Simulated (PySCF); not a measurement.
How methods differ on the excitation energy of S²⁺

S²⁺ [Ne] 3s2 3p2 (3P) → S²⁺ [Ne] 3s1 3p3 (5S), as a difference of total energies. Calculation: PySCF 2.14, in aug-cc-pV(T+d)Z (6s5p4d2f, 55 functions); no relativity, point nucleus. Correlated levels: valence: [Ne] frozen. The calculations carry no spin-orbit coupling.

```csv
method,excitation energy (eV)
UHF,5.270
LDA,7.329
PBE,7.220
PBE0,6.974
r2SCAN,6.248
M06-L,6.916
wB97X-V,7.321
B2PLYP,7.323
BLYP,7.783
MP2 (valence),6.446
SCS-MP2 (valence),6.999
```

Question: How much does correlation contribute at MP2 (valence)?

Answer: 6.446 − (5.270) = 1.176 eV, measured against UHF.

A first-order spin-orbit estimate (lowest level to lowest level, LS coupling) adds 0.061 eV.
